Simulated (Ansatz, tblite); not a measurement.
Isomers of Al$_{3}$Sb$_{3}$⁺ (doublet), found by a short tight-binding search and relaxed with PBE0-D4/def2-SVP in Ansatz.

In the def2 sets Sb takes a core potential; there is no spin–orbit coupling. The xTB rows come from tblite.

Run but left out: HF/def2-SVP, MP2/def2-SVP, CCSD/def2-SVP, CCSD(T)/def2-SVP (A: ⟨S²⟩ 1.86, where a pure state has 0.75).

C: At r2SCAN-D4/def2-TZVP, PBE0-D4/def2-TZVP the charge 1 doublet is spin-contaminated (final ⟨S²⟩ up to 0.96, 0.75 for a pure state).

Other spin states were run for one of them alone.

A:

```xyz
6

Al   -0.186   -0.815    2.232
Al    1.293    0.293    0.354
Al   -1.211   -0.319   -0.238
Sb   -2.615   -1.348    1.553
Sb    2.613    1.382   -1.560
Sb    0.106    0.807   -2.341
```

B:

```xyz
6

Al    2.453    2.539    1.181
Al   -1.384   -0.496    0.428
Al   -0.060   -1.314   -1.751
Sb    0.339    0.645    1.991
Sb   -2.282   -2.323   -1.118
Sb    0.935    0.949   -0.731
```

C:

```tsv
atom	x (Å)	y (Å)	z (Å)
Al1	1.583	-0.628	-0.247
Al2	-0.329	0.594	1.520
Al3	-1.081	-0.084	-1.212
Sb4	1.001	-0.096	-2.670
Sb5	-2.549	1.340	0.390
Sb6	1.375	-1.127	2.219
```

Question: Estimate their order by electronic energy at PBE0-D4/def2-TZVP, counted from the lowest.

Answer: C (0.00) < A (0.24) < B (0.46), in eV.

Question: Do the other levels pick the same lowest one?

Answer: Not GFN1-xTB. Energies above each level's lowest (eV):

```json
{"level": "GFN1-xTB", "A": "1.30", "B": "0.00", "C": "1.34"}
{"level": "GFN2-xTB", "A": "0.66", "B": "1.20", "C": "0.00"}
{"level": "PBE-D4/def2-TZVP", "A": "0.17", "B": "0.36", "C": "0.00"}
{"level": "BLYP-D4/def2-TZVP", "A": "0.20", "B": "0.23", "C": "0.00"}
{"level": "r2SCAN-D4/def2-TZVP", "A": "0.26", "B": "0.60", "C": "0.00"}
{"level": "B97M-V/def2-TZVP", "A": "0.17", "B": "0.61", "C": "0.00"}
{"level": "PBE0-D4/def2-TZVP", "A": "0.24", "B": "0.46", "C": "0.00"}
```
Point groups (tolerance 0.1 Å): A Cs, B not assigned, C not assigned. Lower isomers may exist.
